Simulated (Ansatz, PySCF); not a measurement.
Os(O)4 anion (O4Os), SMILES [O]=[Os](=[O])(=[O])=[O] (connectivity only; charge and spin as stated), charge -1, multiplicity 2. Atoms are numbered in the order given.

```xyz
5

Os     0.0000     0.0000     0.0000
O      1.0556     1.0556    -0.9252
O      1.0556    -1.0556     0.9252
O     -1.0556    -1.0556    -0.9252
O     -1.0556     1.0556     0.9252
```
Charge -1, spin multiplicity 2.

Coordinates come from a B3LYP-D3(BJ)/def2-SVPD optimisation. The multiplicity is an assumed one; other spin states were not compared. The isomer is the one that the SMILES or the coordinates give; other isomers of the formula were not compared. The def2 effective core potentials stand for the cores of Os; spin–orbit coupling is left out.

Two levels are set side by side: PBE-D3(BJ)/def2-SVPD (Ansatz, an electronic-structure program) and B3LYP-D3(BJ)/def2-SVPD (Ansatz). Each level has its own optimised geometry; the coordinates shown are those of the second. Frequencies come from the Hessian of PySCF at each geometry. Differences are taken from unrounded values.

```tsv
quantity	B3LYP-D3(BJ)
mean bond length (Å)	1.756
bond Os1–O2 (Å)	1.756
bond Os1–O3 (Å)	1.756
bond Os1–O4 (Å)	1.756
bond Os1–O5 (Å)	1.756
highest harmonic wavenumber (cm⁻¹)	927
mean harmonic wavenumber (cm⁻¹)	542
zero-point energy (kcal/mol)	6.98
```

What does PBE-D3(BJ) give, and how far is it from B3LYP-D3(BJ)? (An estimate is asked for; the answer gives what the named calculation found.)


| quantity | PBE-D3(BJ) | PBE-D3(BJ) minus B3LYP-D3(BJ) |
|---|---|---|
| mean bond length (Å) | 1.769 | 0.013 |
| bond Os1–O2 (Å) | 1.769 | 0.013 |
| bond Os1–O3 (Å) | 1.769 | 0.013 |
| bond Os1–O4 (Å) | 1.769 | 0.013 |
| bond Os1–O5 (Å) | 1.769 | 0.013 |
| highest harmonic wavenumber (cm⁻¹) | 886 | -40 |
| mean harmonic wavenumber (cm⁻¹) | 523 | -19 |
| zero-point energy (kcal/mol) | 6.73 | -0.25 |

GGA bonds tend to be longer and softer than those of functionals with exact exchange. Differences between two approximate levels are no errors against the true value.
